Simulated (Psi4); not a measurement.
F2Zn, singlet, geometry from GFN2-xTB (such geometries of metal compounds can be far from the true shape); PBE/STO-3G in Psi4.

Input for Psi4:
```
memory 2 GB

molecule mol {
0 1
Zn    0.111785    0.219616    0.226068
F    -0.393948    0.700930   -1.310611
F     0.021333   -1.432982    0.557052
}

set {
  basis sto-3g
  reference rks
}

energy('pbe')
print_variables()
```

Q: What does Psi4 print? Leave out banner, timings and long lists.

A: 
```
   => Loading Basis Set <=

    Name: STO-3G
    Role: ORBITAL
    Keyword: BASIS

         ---------------------------------------------------------
                                   SCF
               by Justin Turney, Rob Parrish, Andy Simmonett
                          and Daniel G. A. Smith
                              RKS Reference
         ---------------------------------------------------------

  ==> Geometry <==

    Molecular point group: cs
    Full point group: Cs

    Geometry (in Angstrom), charge = 0, multiplicity = 1:

       Center              X                  Y                   Z               Mass
    ------------   -----------------  -----------------  -----------------  -----------------
         ZN          -0.249318155783     0.219906274076     0.000000000000    63.929142010000
         F            1.367397852497     0.704716269330     0.000000000000    18.998403162730
         F           -0.528448618175    -1.444695271979     0.000000000000    18.998403162730

  Running in cs symmetry.

  Rotational constants: A =      0.88946  B =      0.21604  C =      0.17382 [cm^-1]
  Rotational constants: A =  26665.29631  B =   6476.86166  C =   5211.11013 [MHz]
  Nuclear repulsion =  184.257947025040579

  Charge       = 0
  Multiplicity = 1
  Electrons    = 48
  Nalpha       = 24
  Nbeta        = 24

  ==> Algorithm <==

  SCF Algorithm Type is DF.
  DIIS enabled.
  MOM disabled.
  Fractional occupation disabled.
  Guess Type is SAD.
  Energy threshold   = 1.00e-06
  Density threshold  = 1.00e-06
  Integral threshold = 1.00e-12

  ==> Primary Basis <==

  Basis Set: STO-3G
    Blend: STO-3G
    Number of shells: 14
    Number of basis functions: 28
    Number of Cartesian functions: 29
    Spherical Harmonics?: true
    Max angular momentum: 2

  ==> DFT Potential <==

   => LibXC <=

    Version 7.1.2
    S. Lehtola, C. Steigemann, M. J. T. Oliveira, and M. A. L. Marques,  SoftwareX 7, 1–5 (2018) (10.1016/j.softx.2017.11.002)

   => Composite Functional: PBE <=

    PBE GGA Exchange-Correlation Functional

    J.P. Perdew et. al., Phys. Rev. Lett., 77(18), 3865-3868, 1996

    Deriv               =              1
    GGA                 =           TRUE
    Meta                =          FALSE

    Exchange Hybrid     =          FALSE
    MP2 Hybrid          =          FALSE

   => Exchange Functionals <=

    1.0000     XC_GGA_X_PBE

   => Correlation Functionals <=

    1.0000     XC_GGA_C_PBE

[...]
   @DF-RKS iter  92: -1954.73408563645671    1.00980e-02   1.48454e-02 ADIIS/DIIS
   @DF-RKS iter  93: -1954.91526154172630   -1.81176e-01   7.40828e-03 ADIIS/DIIS
   @DF-RKS iter  94: -1954.78596467077182    1.29297e-01   1.48382e-02 ADIIS/DIIS
   @DF-RKS iter  95: -1954.81905503411349   -3.30904e-02   1.28816e-02 ADIIS/DIIS
   @DF-RKS iter  96: -1954.89692189840116   -7.78669e-02   7.04353e-03 ADIIS/DIIS
   @DF-RKS iter  97: -1954.90402897031959   -7.10707e-03   4.63027e-03 ADIIS/DIIS
    Occupation by irrep:
             Ap   App
    DOCC [    19,    5 ]
    NA   [    19,    5 ]
    NB   [    19,    5 ]

   @DF-RKS iter  98: -1954.92694248217822   -2.29135e-02   5.50431e-03 ADIIS/DIIS
   @DF-RKS iter  99: -1954.69448959894066    2.32453e-01   1.29174e-02 ADIIS/DIIS
    Occupation by irrep:
             Ap   App
    DOCC [    18,    6 ]
    NA   [    18,    6 ]
    NB   [    18,    6 ]

   @DF-RKS iter 100: -1954.69611257530369   -1.62298e-03   1.27018e-02 ADIIS/DIIS

PsiException: Could not converge SCF iterations in 100 iterations.

  Failed to converge.

Traceback (most recent call last):
  File "psi4", line 375, in <module>
  File "<string>", line 24, in <module>
  File "site-packages/psi4/driver/driver.py", line 533, in energy
  File "site-packages/psi4/driver/procrouting/proc.py", line 2760, in run_scf
  File "site-packages/psi4/driver/procrouting/proc.py", line 2047, in scf_helper
  File "site-packages/psi4/driver/procrouting/scf_proc/scf_iterator.py", line 93, in scf_compute_energy
  File "site-packages/psi4/driver/procrouting/scf_proc/scf_iterator.py", line 86, in scf_compute_energy
  File "site-packages/psi4/driver/procrouting/scf_proc/scf_iterator.py", line 609, in scf_iterate

psi4.driver.p4util.exceptions.SCFConvergenceError: Could not converge SCF iterations in 100 iterations.

Printing out the relevant lines from the Psithon --> Python processed input file:
    F     0.021333   -1.432982    0.557052
    ""","mol")
    core.IO.set_default_namespace("mol")
    core.set_global_option("BASIS", "sto-3g")
    core.set_global_option("REFERENCE", "rks")
--> energy('pbe')
    print_variables()

!-------------------------------------------------------!
!                                                       !
!  Could not converge SCF iterations in 100 iterations. !
!                                                       !
!-------------------------------------------------------!
```

Convergence was not reached.
